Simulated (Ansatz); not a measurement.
Geometry optimisation, Ansatz 0.2.0, RKS PBE/STO-3G.

Input:

```yaml
crystal:
  periodic: [false, false, false]
  atoms:
    - { symbol: Al, position_ang: [0.0, 0.0, 0.0] }
    - { symbol: O, position_ang: [0.0, 0.0, 1.78] }
    - { symbol: Si, position_ang: [-1.3147, -0.4067, 2.7436] }
    - { symbol: H, position_ang: [-2.239, -1.2403, 1.9804] }
    - { symbol: H, position_ang: [-0.8506, -1.1432, 3.9157] }
    - { symbol: H, position_ang: [-1.9987, 0.8095, 3.1733] }
    - { symbol: H, position_ang: [1.351, 0.0, -0.78] }
    - { symbol: O, position_ang: [-1.5415, 0.0, -0.89] }
    - { symbol: Si, position_ang: [-2.6907, -1.2238, -0.8267] }
    - { symbol: H, position_ang: [-2.2881, -2.2198, 0.162] }
    - { symbol: H, position_ang: [-3.9833, -0.6595, -0.4496] }
    - { symbol: H, position_ang: [-2.8007, -1.8572, -2.1376] }
basis:
  gaussian: { orbitals: STO-3G }
hamiltonian:
  xc: pbe
relax:
  f_tol: 0.02
  max_steps: 40
```

Launched with:

```bash
$ ansatz run input.yaml --threads 1 --pin off --max-ram 2048MiB --backend cpu --events-out ev --progress --plain --runs-dir out
```

Question: Where does it end, and by what steps?

Answer: It converged. The force dipped under the threshold on the way, but the program's further checks kept it going. Limits of this set-up: minimal basis. After 17 steps the energy has fallen by 0.510 eV; H11 moved furthest, 0.80 Å.

```csv
step,energy less start (eV),largest force component (eV/Å),accepted
0,0.0000,2.463,yes
1,-0.3372,1.234,yes
2,-0.4021,0.270,yes
3,-0.4412,0.106,yes
4,-0.4599,0.110,yes
5,-0.4574,0.433,no
6,-0.4693,0.062,yes
7,-0.4768,0.086,yes
8,-0.4773,0.231,yes
9,-0.4907,0.019,yes
10,-0.4931,0.247,yes
11,-0.4982,0.079,yes
12,-0.5032,0.011,yes
13,-0.5044,0.207,yes
14,-0.5076,0.110,yes
15,-0.5091,0.007,yes
16,-0.5094,0.028,yes
17,-0.5095,0.006,yes
```

```xyz
12
Properties=species:S:1:pos:R:3
Al 0.076 -0.097 0.025
O -0.006 -0.157 1.718
Si -1.381 -0.457 2.668
H -2.020 -1.744 2.385
H -0.944 -0.470 4.060
H -2.403 0.584 2.527
H 1.385 0.365 -0.545
O -1.120 -0.489 -1.113
Si -2.630 -1.203 -0.809
H -2.514 -2.564 -0.280
H -3.465 -0.437 0.120
H -3.333 -1.273 -2.085
```

The run took 45 s on 1 thread of Arm Neoverse V2 (shared host), peak memory 0.13 GiB.
